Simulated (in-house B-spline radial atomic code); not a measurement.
Configurations of Zr VIII (Zr7+), with energies counted from [Ar] 3d10 4s2 (4p1/2)2 (4p3/2)1. Method: Dirac-Hartree-Fock, average of each configuration as written, Fermi nucleus of rms radius 4.2694 fm. Calculated with an all-electron radial atomic-structure program (B-spline basis). Energies include first-order Breit, QED and recoil terms.

Occupations are held fixed; configurations that lie above the ionisation limit could autoionise.

```
                               configuration  E - E(ref) (eV)  highest orbital  its <r> (bohr)
             [Ar] 3d10 4s2 (4p1/2)1 (4p3/2)2           1.4913            4p3/2           1.233
    [Ar] 3d10 4s2 (4p1/2)1 (4p3/2)1 (6d5/2)1           99.998            6d5/2           4.661
    [Ar] 3d10 4s2 (4p1/2)1 (4p3/2)1 (6f7/2)1           106.84            6f7/2           5.518
             [Ar] 3d10 4s2 (4p1/2)2 (7d3/2)1           108.51            7d3/2           6.777
             [Ar] 3d10 4s2 (4p3/2)2 (6g9/2)1           111.06            6g9/2           5.429
    [Ar] 3d10 4s2 (4p1/2)1 (4p3/2)1 (8g7/2)1           119.02            8g7/2           10.65
[Ar] (3d3/2)4 (3d5/2)5 4s2 (4p3/2)3 (5p1/2)1           237.91            5p1/2           2.416
```

Task: Order these further configurations by energy, lowest first.
A. [Ne] 3s2 (3p1/2)1 (3p3/2)4 3d10 4s2 (4p3/2)3 (5d5/2)1
B. [Ar] 3d10 4s2 (4p1/2)2 8s1
C. [Ne] 3s2 (3p1/2)1 (3p3/2)4 3d10 4s2 (4p1/2)2 (4p3/2)2
D. [Ar] (3d3/2)3 (3d5/2)6 4s2 (4p1/2)1 (4p3/2)2 6s1
E. [Ar] 3d10 4s1 (4p1/2)2 (4p3/2)1 (8g9/2)1

Result: B (110.71 eV), E (144.05 eV), D (258.63 eV), C (331.4 eV), A (418.77 eV).

Task: How far above the reference does [Ne] 3s2 (3p1/2)1 (3p3/2)4 3d10 4s2 (4p1/2)2 (4p3/2)1 (5f5/2)1 lie?

Result: 428.78 eV; its least bound orbital is 5f5/2 with <r> = 3.456 bohr.

Task: How far above the reference does [Ne] 3s2 (3p1/2)1 (3p3/2)4 3d10 4s2 (4p1/2)2 (4p3/2)1 (7g9/2)1 lie?

Result: 449.23 eV; its least bound orbital is 7g9/2 with <r> = 7.841 bohr.
